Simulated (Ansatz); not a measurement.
Reaction (substitution at a C–O bond): `OC1(F)N[SiH2]1` + H–F → `FC1(F)N[SiH2]1` + H₂O

Computed with Ansatz on PBE0-D4/def2-TZVP structures; ΔE is electronic, products minus reactants. CCSD(T)/CBS is the MP2 limit (def2-TZVPP, def2-QZVPP) plus CCSD(T) − MP2 in def2-TZVPP, frozen cores. This one scheme is used for every species. DFT in def2-TZVPP. HSE06 is defined as in plane-wave codes. Each species was taken in one conformer, which may not be the lowest.

`OC1(F)N[SiH2]1`:

```xyz
9

O    -1.622   -0.270    0.812
C    -0.507   -0.407    0.048
F    -0.486   -1.664   -0.530
N     0.760   -0.047    0.619
Si    0.462    0.924   -0.785
H    -1.481   -0.735    1.648
H     1.439   -0.768    0.819
H     1.122    0.589   -2.067
H     0.313    2.378   -0.564
```

H–F:

Cartesian coordinates in Å:
```
F -0.249 -0.048 0.384
H 0.249 0.048 -0.384
```

`FC1(F)N[SiH2]1`:

```xyz
8

F    -0.892   -1.085    1.401
C    -0.494    0.022    0.719
F    -1.041    1.069    1.386
N    -0.668    0.000   -0.660
Si    1.011    0.066   -0.366
H    -1.491   -0.233   -1.190
H     1.735    1.307   -0.725
H     1.840   -1.146   -0.564
```

H₂O:

Cartesian coordinates in Å:
```
O 0.349 -0.043 -0.167
H -0.453 -0.537 -0.352
H 0.104 0.581 0.519
```

(1) Is it downhill or uphill in electronic energy at CCSD(T)/CBS, and by how much? (An estimate is asked.)

(2) What do these levels give: PBE0-D4, HSE06-D4, ωB97M-V, r2SCAN, PBE0, CAM-B3LYP, LC-ωPBE, CCSD/def2-SVP, MP2/def2-TZVPP, SCS-MP2/def2-TZVPP, MP2/def2-QZVPP, CCSD/CBS(def2)? (Estimate.)

Largest T1 diagnostic among the species: 0.013.

Answers

(1) Computed: Nearly level: ΔE = +0.6 kcal/mol.

(2) Ansatz gave: PBE0-D4 -0.4, HSE06-D4 -0.4, ωB97M-V -0.7, r2SCAN -1.2, PBE0 -0.8, CAM-B3LYP -1.7, LC-ωPBE -1.3, CCSD/def2-SVP -0.3, MP2/def2-TZVPP 1.2, SCS-MP2/def2-TZVPP 0.4, MP2/def2-QZVPP 1.1, CCSD/CBS(def2) 0.1 kcal/mol.

In def2-TZVPP, CCSD(T) changes the Hartree–Fock value by +2.7 kcal/mol (the triples alone add +0.4 kcal/mol) and MP2 by +3.4 kcal/mol. Leaving LDA and LC-ωPBE aside and taking each functional with its dispersion term where it has one, the values, not all of them listed here, spread over 1.8 kcal/mol, from B97M-V to revPBE-D4. The D4 term adds +0.8 kcal/mol with B3LYP and +0.4 kcal/mol with PBE0; it sums over pairs of atoms, weighted by their polarisabilities, and B3LYP, whose exchange is more repulsive, gets the larger term.

B3LYP here is the variant with VWN-RPA as its local correlation; programs differ in this.
